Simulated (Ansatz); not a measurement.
Molecule: ZrF₂ (charge 0, triplet). The spin state was set by rule; other spins were not relaxed. SMILES: [Zr]([F])[F]
Geometry: optimised at B3LYP-D3(BJ)/def2-TZVP (Ansatz, a first-principles code).

Wanted: atomisation energy (electronic, to ground-state atoms), in kcal/mol. Correlated levels leave the core frozen unless marked. UHF or UKS for open shells. Spin-orbit coupling is left out. Frozen are the shells of the preceding noble gas and the d and f shells that filled before the atom's block. Past Kr the def2 sets carry scalar-relativistic core potentials. The coupled-cluster limit lacks core correlation, which all-electron functionals hold. CBS marks a two-point X^-3 extrapolation of the correlation energy; Hartree-Fock from the larger set. The bracket is a focal-point correction in the basis named.

```json
[
 {"level": "PBE/def2-TZVPD", "program": "Ansatz", "atomisation energy (kcal/mol)": "?"},
 {"level": "revPBE-D3(BJ)/def2-TZVPD", "program": "Ansatz + dftd3", "atomisation energy (kcal/mol)": "306.8"},
 {"level": "r2SCAN-D4/def2-TZVPD", "program": "Ansatz + dftd4", "atomisation energy (kcal/mol)": "310.5"},
 {"level": "B3LYP-D3(BJ)/def2-TZVPD", "program": "Ansatz + dftd3", "atomisation energy (kcal/mol)": "301.8"},
 {"level": "PBE0/def2-SVP", "program": "Ansatz", "atomisation energy (kcal/mol)": "308.2"},
 {"level": "PBE0/def2-TZVP", "program": "Ansatz", "atomisation energy (kcal/mol)": "?"},
 {"level": "r2SCANh-D4/def2-TZVPD", "program": "Ansatz + dftd4", "atomisation energy (kcal/mol)": "304.6"},
 {"level": "r2SCAN0-D4/def2-TZVPD", "program": "Ansatz + dftd4", "atomisation energy (kcal/mol)": "296.2"},
 {"level": "HSE06-D3(BJ)/def2-TZVPD", "program": "Ansatz + dftd3", "atomisation energy (kcal/mol)": "302.4"},
 {"level": "B2PLYP-D3(BJ)/def2-TZVPD", "program": "Ansatz + dftd3", "atomisation energy (kcal/mol)": "302.9"},
 {"level": "B2PLYP/def2-TZVPD", "program": "Ansatz", "atomisation energy (kcal/mol)": "302.2"},
 {"level": "RPA@PBE/def2-TZVPP", "program": "Ansatz", "atomisation energy (kcal/mol)": "276.8"},
 {"level": "RPA@PBE/def2-QZVPP", "program": "Ansatz", "atomisation energy (kcal/mol)": "?"},
 {"level": "SCS-MP2/def2-TZVPPD", "program": "Ansatz", "atomisation energy (kcal/mol)": "304.0"},
 {"level": "CCSD/def2-TZVPPD", "program": "Ansatz", "atomisation energy (kcal/mol)": "290.4"},
 {"level": "RI-MP2/CBS(def2-TZVPPD,def2-QZVPPD)+[CCSD(T)-MP2]/def2-TZVPPD", "program": "Ansatz", "atomisation energy (kcal/mol)": "304.1"}
]
```

Q: Complete the blanks.

A: 
- PBE/def2-TZVPD, atomisation energy (kcal/mol): 317.6
- PBE0/def2-TZVP, atomisation energy (kcal/mol): 301.6
- RPA@PBE/def2-QZVPP, atomisation energy (kcal/mol): 282.9
